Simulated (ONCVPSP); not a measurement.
## What one change does to a pseudopotential (Cl, ONCV)

* Element: Cl (Z = 17)
* Generator: ONCVPSP 4.0.1
* Type: optimised norm-conserving Vanderbilt (ONCV)
* Functional: PBE
* Relativity: non-relativistic
* Frozen core: [Ne]
* Valence charge: 7
* Reference configuration: 3s2 3p5
* Partial waves: 3s: rc 1.05 bohr, ncon 5, nbas 10, qcut 6.8 1/bohr, 2 projectors, debl 1.9 Ha; 3p: rc 1.45 bohr, ncon 4, nbas 8, qcut 4.7 1/bohr, 3 projectors, debl 0.4 Ha
* Local potential: polynomial inside 0.70 bohr (lpopt 4, dvloc0 0 Ha)
* Core correction: Teter function fitted to the true core (icmod 2), fcfact 0.25

All-electron outer shells of the reference configuration (PBE, non-relativistic, ld1.x):

```
shell  level (eV)  outermost node (bohr)  outermost maximum (bohr)
   2s     -250.98                   0.12                      0.36
   2p     -191.57                      –                      0.30
   3s      -20.53                   0.56                      1.29
   3p       -8.61                   0.53                      1.43
```

Change: reference 3s2 3p3. In the p channel the program set the typed energies aside and used -1.165, 0.250, 0.650 Ha.

Cutoffs: the cutoffs (Ha) at which the residual kinetic energy of the hardest occupied pseudo-wave falls to 1 and 0.1 mHa per electron; they do not see the model core or the augmentation charge, which bear on the density cutoff. Errors are all-electron minus pseudo energies relative to the spin-unpolarised reference configuration.

**Question.** What does the change do?

**Answer.** The potential gets neither clearly harder nor softer (222 Ha and 270 Ha → 224 Ha and 272 Ha); both files keep a bound ghost (p, s).

```tsv
quantity	base	changed
cutoff, loose	222 Ha	224 Ha
cutoff, tight	270 Ha	272 Ha
loose cutoff by channel	s 222 Ha, p 7.6 Ha	s 224 Ha, p 8.1 Ha
bound ghosts	s, p	s, p
GHOST(+) flags under 300 eV	none	none
largest error over its own tests, meV	+134	+12
s: phases at 1.07 bohr within 0.05 rad from the reference energy up to (Ha; the scan ends near 5)	to the end of the scan	to the end of the scan
p: phases at 1.47 bohr within 0.05 rad from the reference energy up to (Ha; the scan ends near 5)	to the end of the scan	to the end of the scan
rms error of d²Exc/dni dnj with the model core, mHa	0.44	0.76
```

 A true bound ghost makes a file unfit for plane-wave use even where its test errors are small: the radial tests pick states by their node count and pass the ghost by.
